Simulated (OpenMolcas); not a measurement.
Mo4+ with 6 ligands (water) in octahedral coordination (Th). Ligand basis ANO-RCC-VDZP.

* Program: OpenMolcas 26.06
* Method: SS-CASPT2, IPEA 0.25 Eh, imaginary shift 0.1 Eh (closed shells correlated: 4s 4p and the ligand valence shells)
* Basis: ANO-RCC-VTZP [7s6p4d2f1g]
* Scalar Hamiltonian: DKH2, point nucleus
* Active space: 2 electrons in 5 orbitals (4d)
* State averaging: 2S+1 = 3 even, 10 roots; 2S+1 = 1 even, 15 roots
* Spin-orbit coupling: RASSI with atomic mean-field integrals over the reference wave functions

All ligands move together. At R = 2.01 Å |10Dq| is 32836 cm-1, and at R = 2.06 Å it is 30024 cm-1.

Problem. A third run gives 37198 cm-1. What distance was it run at?

Solution. With a power law R^-n the two known points give n = -ln(30024 / 32836) / ln(2.06 / 2.01) = 3.64. Then R = 2.01 × (32836 / 37198)^(1/3.64) = 1.942 Å. The run was at 1.96 Å, so the estimate is off by -0.018 Å.

Roots that are degenerate in the reference are averaged as groups; the widest CASPT2 spread within a group is 1000 cm-1 (the 3-fold group of multiplicity 3 near 35200 cm-1 above the lowest state of its run, R = 2.06). Shifts and gaps below about the spread of the groups concerned are not significant. Over all roots computed the reference weight is 0.69 to 0.70 in R = 1.96, 0.69 to 0.70 in R = 2.01, 0.69 to 0.70 in R = 2.06; a low but even weight reflects the number of correlated electrons. An orbital triplet at a regular site is open to Jahn-Teller coupling, which can distort the site and quench the lowest spin-orbit gaps and is left out. Ligand-to-metal charge-transfer states are missing. With no ligand orbital active B as a rule stays too high, so bands that hang on it stand too high and its fall with covalency is understated. With one d shell and no ligand orbital active, 10Dq can be off by a tenth or more. The least metal-like active orbital is 76 % on the metal (Löwdin) and no ligand orbital is active, so the numbers are rough (holds for R = 1.96). The least metal-like active orbital is 77 % on the metal (Löwdin) and no ligand orbital is active, so the numbers are rough (holds for R = 2.01). The least metal-like active orbital is 78 % on the metal (Löwdin) and no ligand orbital is active, so the numbers are rough (holds for R = 2.06). No measured value stands beside these numbers; the geometry is a model, was not optimised and need not be the one that this ion takes.
